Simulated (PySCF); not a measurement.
A GIAO shielding run with PySCF 2.14 (density fitting, non-relativistic, gas phase) on `CN(C1CC1)[C@H]1C=N[SiH2]C1`, C$_{7}$H$_{14}$N$_{2}$Si:

```
$ OMP_NUM_THREADS=1 python probes_run.py task.json out

{"job": {"kind": "nmr", "xc": "PBE0", "basis": "pcSseg-1"}, "charge": 0, "multiplicity": 1}
C     -0.467267    -1.770792    -0.174242
N     -0.552170    -0.415567     0.330962
C      0.711458     0.296212     0.359123
C      1.681380    -0.386891     1.293203
N      2.909099    -0.464676     1.028410
Si     3.281613     0.234323    -0.532659
C      1.447209     0.521418    -0.980633
C     -1.618273     0.318636    -0.279763
C     -2.252381     1.429784     0.498631
C     -2.995758     0.146483     0.287064
H      0.391538    -2.268403     0.272899
H     -0.374628    -1.824352    -1.269521
H     -1.374833    -2.302425     0.110803
H      0.502183     1.273565     0.816700
H      1.292511    -0.793262     2.222100
H      4.033262     1.473847    -0.366079
H      3.971284    -0.757938    -1.348393
H      1.224288     1.505384    -1.386664
H      1.107990    -0.210476    -1.712514
H     -1.545452     0.450636    -1.363101
H     -2.573669     2.311786    -0.034236
H     -1.873524     1.626426     1.489322
H     -3.835461     0.134941    -0.390421
H     -3.102132    -0.508895     1.136565
```

Hardware: 1 thread of an Arm Neoverse V1, shared host. The job also computes population analyses, field gradients, ring-centre shieldings.

Problem. How large is the calculation?

Solution. 84 electrons, 247 basis functions and 1290 auxiliary functions.

Problem. How long does it take, and how much memory does it need?

Solution. 70 s of wall time, with 14 SCF cycles and 5 response iterations; peak memory 1.1 GiB. Times on a shared host scatter by some tens of per cent.
